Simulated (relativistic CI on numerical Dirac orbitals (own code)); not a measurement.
**Spin-allowed bands of a d8 ion in an octahedral site, by hand**

Problem. Take Δ = 10260 cm⁻¹ and B = 380 cm⁻¹ for a d8 ion in an octahedral site. Calculate the three spin-allowed bands.

Working.
1. The terms of highest spin are 3F (energy 0) and 3P (15B = 5700 cm⁻¹). Here the F term splits into A2 at −1.2Δ = -12312, T2 at −0.2Δ = -2052 and T1 at +0.6Δ = 6156 cm⁻¹.
2. The two T1 states mix through the element 0.4Δ: H = [[6156, 4104], [4104, 5700]], with roots ½(H₁₁ + H₂₂) ∓ ½√[(H₂₂ − H₁₁)² + 4H₁₂²] = ½(11856) ∓ ½(8221) = 1818 and 10038 cm⁻¹.
3. The ground term is 3A2 at -12312 cm⁻¹.
4. Bands: 3T2 10260 cm⁻¹ (975 nm), 3T1(F) 14130 cm⁻¹ (708 nm), 3T1(P) 22350 cm⁻¹ (447 nm).

Check. Exact diagonalisation of the whole d8 shell with these parameters gives 3T2 10260, 3T1 14130, 3T1 22350 cm⁻¹. The match is exact, since without spin-orbit coupling no other term has this spin. The ratio of the second band to the first, 1.377, depends on Δ/B = 27.0 alone, which is how a Tanabe-Sugano diagram is read.
